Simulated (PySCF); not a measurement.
CH₅Si (SMILES [CH2-][SiH3]), charge -1, singlet, geometry from GFN2-xTB, with bond 7-2 at 1.8 times its length; SA2-CASSCF(6,6)/def2-SVP (PySCF).

Here is a job for PySCF.
```python
from pyscf import gto, scf, mcscf
import numpy

mol = gto.Mole()
mol.atom = '''
    C    -0.019887   -0.099482   -1.266570
    Si    0.007913    0.007551    0.530102
    H    -0.911262    0.348468   -1.736809
    H     0.867750    0.327051   -1.763060
    H     0.036558    1.229113    1.474732
    H    -1.189434   -0.692313    1.119231
    H     2.162540   -1.304088    1.526939
'''
mol.basis = 'def2-svp'
mol.charge = -1
mol.spin = 0
mol.verbose = 4
mol.build()

mf = scf.RHF(mol)
mf.kernel()
mc = mcscf.CASSCF(mf, 6, 6)
mc.fix_spin_(ss=0.0)
mc = mc.state_average_([0.5, 0.5])
mc.kernel()
```

It wrote (shortened):

```
PySCF version 2.14.0

[INPUT] verbose = 4
[INPUT] num. atoms = 7
[INPUT] num. electrons = 26
[INPUT] charge = -1
[INPUT] spin (= nelec alpha-beta = 2S) = 0
[INPUT] symmetry False subgroup None
[INPUT] Mole.unit = angstrom
[INPUT] Symbol           X                Y                Z      unit          X                Y                Z       unit  Magmom
[INPUT]  1 C     -0.019887000000  -0.099482000000  -1.266570000000 AA   -0.037580983439  -0.187993734324  -2.393470417590 Bohr   0.0
[INPUT]  2 Si     0.007913000000   0.007551000000   0.530102000000 AA    0.014953402824   0.014269321967   1.001747598084 Bohr   0.0
[INPUT]  3 H     -0.911262000000   0.348468000000  -1.736809000000 AA   -1.722035607723   0.658509083175  -3.282093340680 Bohr   0.0
[INPUT]  4 H      0.867750000000   0.327051000000  -1.763060000000 AA    1.639809844591   0.618036818765  -3.331700541176 Bohr   0.0
[INPUT]  5 H      0.036558000000   1.229113000000   1.474732000000 AA    0.069084607662   2.322686946143   2.786839587132 Bohr   0.0
[INPUT]  6 H     -1.189434000000  -0.692313000000   1.119231000000 AA   -2.247704503246  -1.308281962476   2.115040060123 Bohr   0.0
[INPUT]  7 H      2.162540000000  -1.304088000000   1.526939000000 AA    4.086608333417  -2.464369162332   2.885496518917 Bohr   0.0

nuclear repulsion = 53.6625359083325
number of shells = 29
number of NR pGTOs = 95
number of NR cGTOs = 57
basis = def2-svp
ecp = {}

******** <class 'pyscf.scf.hf.RHF'> ********
method = RHF
initial guess = minao
damping factor = 0
level_shift factor = 0
DIIS = <class 'pyscf.scf.diis.CDIIS'>
diis_start_cycle = 1
diis_space = 8
diis_damp = 0
SCF conv_tol = 1e-09
SCF conv_tol_grad = None
SCF max_cycles = 50
direct_scf = True
direct_scf_tol = 1e-13
Set gradient conv threshold to 3.16228e-05
Initial guess from minao.
init E= -329.017255295231
  HOMO = -0.177395387144065  LUMO = -0.0340223194226228  gap/eV = 3.90138
cycle= 1 E= -329.363810721949  delta_E= -0.347  |g|= 0.326  |ddm|= 2.29
  HOMO = -0.0474816881638964  LUMO = 0.234468084696983  gap/eV = 7.67224
cycle= 2 E= -329.39767467338  delta_E= -0.0339  |g|= 0.148  |ddm|= 0.64
  HOMO = -0.0945105612798018  LUMO = 0.238131998108132  gap/eV = 9.05167
cycle= 3 E= -329.404891905208  delta_E= -0.00722  |g|= 0.0403  |ddm|= 0.208
  HOMO = -0.0896679275008432  LUMO = 0.238188939339411  gap/eV = 8.92144
cycle= 4 E= -329.405650589973  delta_E= -0.000759  |g|= 0.0049  |ddm|= 0.0857
  HOMO = -0.0902310789815468  LUMO = 0.238253074957749  gap/eV = 8.93851
cycle= 5 E= -329.405673046108  delta_E= -2.25e-05  |g|= 0.00147  |ddm|= 0.0217
  HOMO = -0.0899719499772575  LUMO = 0.238654904306203  gap/eV = 8.94239
cycle= 6 E= -329.405675516712  delta_E= -2.47e-06  |g|= 0.000486  |ddm|= 0.00858
  HOMO = -0.0900283885751083  LUMO = 0.238603595667242  gap/eV = 8.94253
cycle= 7 E= -329.405675861228  delta_E= -3.45e-07  |g|= 0.000154  |ddm|= 0.0041
  HOMO = -0.0900188437980698  LUMO = 0.23861861737836  gap/eV = 8.94268
cycle= 8 E= -329.405675893211  delta_E= -3.2e-08  |g|= 3.83e-05  |ddm|= 0.00138
  HOMO = -0.0900219095692156  LUMO = 0.238612655954134  gap/eV = 8.94260
cycle= 9 E= -329.405675895346  delta_E= -2.13e-09  |g|= 1.16e-05  |ddm|= 0.000309
  HOMO = -0.0900219655566441  LUMO = 0.238613119189468  gap/eV = 8.94262
cycle= 10 E= -329.405675895548  delta_E= -2.02e-10  |g|= 4.24e-06  |ddm|= 6.89e-05
  HOMO = -0.0900221868102338  LUMO = 0.238612623887503  gap/eV = 8.94261
Extra cycle  E= -329.405675895567  delta_E= -1.88e-11  |g|= 2.29e-06  |ddm|= 1.34e-05
converged SCF energy = -329.405675895567

******** <class 'pyscf.mcscf.addons.StateAverageCASSCF'> ********
CAS (3e+3e, 6o), ncore = 10, nvir = 41
max_cycle_macro = 50
max_cycle_micro = 4
conv_tol = 1e-07
conv_tol_grad = None
orbital rotation max_stepsize = 0.02
orbital rotation threshold for CI restart = 0.01
augmented hessian ah_max_cycle = 30
augmented hessian ah_conv_tol = 1e-12
augmented hessian ah_linear dependence = 1e-14
augmented hessian ah_level shift = 1e-08
augmented hessian ah_start_tol = 2.5
augmented hessian ah_start_cycle = 3
augmented hessian ah_grad_trust_region = 3
kf_trust_region = 3
kf_interval = 4
ci_response_space = 4
ci_grad_trust_region = 3
with_dep4 0
natorb = False
canonicalization = True
sorting_mo_energy = False
ao2mo_level = 2
internal_rotation = False
******** <class 'pyscf.mcscf.addons.StateAverageSpinPenaltyFCISolver'> ********
max. cycles = 50
conv_tol = 1e-08
davidson only = True
linear dependence = 1e-12
level shift = 0.001
max iter space = 12
nroots = 2
pspace_size = 400
spin = None
State-average over 2 states with weights [0.5, 0.5]
CASCI E = -329.362627963799  S^2 = 0.0000000
Set conv_tol_grad to 0.000316228
macro iter   1 ( 21 JK    4 micro), CASSCF E = -329.387352380197  dE = -2.47244164e-02  S^2 = 0.0000000
               |grad[o]|=0.161  |ddm|=0.0718  |maxRot[o]|=0.287
macro iter   2 ( 21 JK    4 micro), CASSCF E = -329.403055409461  dE = -1.57030293e-02  S^2 = 0.0000000
               |grad[o]|=0.073  |ddm|=0.0398  |maxRot[o]|=0.269
macro iter   3 ( 21 JK    4 micro), CASSCF E = -329.408367578611  dE = -5.31216915e-03  S^2 = 0.0000000
               |grad[o]|=0.0299  |ddm|=0.0244  |maxRot[o]|=0.304
macro iter   4 ( 19 JK    4 micro), CASSCF E = -329.413432089741  dE = -5.06451113e-03  S^2 = 0.0000000
               |grad[o]|=0.00934  |ddm|=0.0496  |maxRot[o]|=0.266
macro iter   5 ( 12 JK    4 micro), CASSCF E = -329.413796803284  dE = -3.64713542e-04  S^2 = 0.0000000
               |grad[o]|=0.0066  |ddm|=0.0207  |maxRot[o]|=0.0585
macro iter   6 ( 11 JK    4 micro), CASSCF E = -329.413801048825  dE = -4.24554088e-06  S^2 = 0.0000000
               |grad[o]|=0.000866  |ddm|=0.00245  |maxRot[o]|=0.0047
macro iter   7 (  3 JK    1 micro), CASSCF E = -329.413801084712  dE = -3.58870125e-08  S^2 = 0.0000000
               |grad[o]|=0.000114  |ddm|=0.000139  |maxRot[o]|=0.000215
1-step CASSCF converged in   7 macro (108 JK  25 micro) steps
CASSCF canonicalization
Density matrix diagonal elements [1.97490598 1.82254343 1.47637804 0.65756716 0.04474239 0.023863  ]
CASSCF energy = -329.413801084712
CASCI E = -329.413801084712  E(CI) = -5.60732123924470  S^2 = 0.0000000
CASCI state-averaged energy = -329.413801084712
CASCI energy for each state
  State 0 weight 0.5  E = -329.463426542971 S^2 = 0.0000000
  State 1 weight 0.5  E = -329.364175626453 S^2 = 0.0000000
```
